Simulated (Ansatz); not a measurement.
`N[SiH2][CH2][GeH2][NH2]` + H₂O → `N[SiH2]CO` + `[NH2][GeH3]`  (formal hydrolysis of a C–Ge bond)

Gas-phase electronic energies from Ansatz, PBE0-D4/def2-TZVP geometries. CCSD(T)/CBS is the MP2 limit (def2-TZVPP, def2-QZVPP) plus CCSD(T) − MP2 in def2-TZVPP, frozen cores. This one scheme is used for every species. DFT in def2-TZVPP. B3LYP here is the variant with VWN-RPA as its local correlation; programs differ in this. For Ge outer-core shells are correlated without core-valence functions, which leaves a few kJ/mol of doubt a bond. Scalar relativity is left out up to krypton. One conformer a species, not always the lowest.

(1) Is it downhill or uphill in electronic energy at CCSD(T)/CBS, and by how much? (Best estimate.)

(2) What do these levels give: ωB97M-V, PBE, r2SCAN, B3LYP, MP2/def2-TZVPP, SCS-MP2/def2-TZVPP, CCSD/def2-TZVPP, CCSD(T)/def2-TZVPP, HF/def2-QZVPP, HF/CBS(def2), MP2/CBS(def2), CCSD/CBS(def2)? (Estimate.)

Largest T1 diagnostic among the species: 0.011.

Results:

(1) Computed: Uphill: ΔE = +29.7 kcal/mol.

(2) The calculation gave: ωB97M-V 26.7, PBE 23.5, r2SCAN 25.9, B3LYP 22.7, MP2/def2-TZVPP 31.5, SCS-MP2/def2-TZVPP 28.8, CCSD/def2-TZVPP 28.3, CCSD(T)/def2-TZVPP 28.8, HF/def2-QZVPP 23.0, HF/CBS(def2) 22.9, MP2/CBS(def2) 32.3, CCSD/CBS(def2) 29.1 kcal/mol.

From PBE to PBE0 (25 % exact exchange), in def2-TZVPP and without D4, ΔE moves by +1.5 kcal/mol. The D4 term adds +3.2 kcal/mol with B3LYP and +1.9 kcal/mol with PBE0; it sums over pairs of atoms, weighted by their polarisabilities, and B3LYP, whose exchange is more repulsive, gets the larger term.
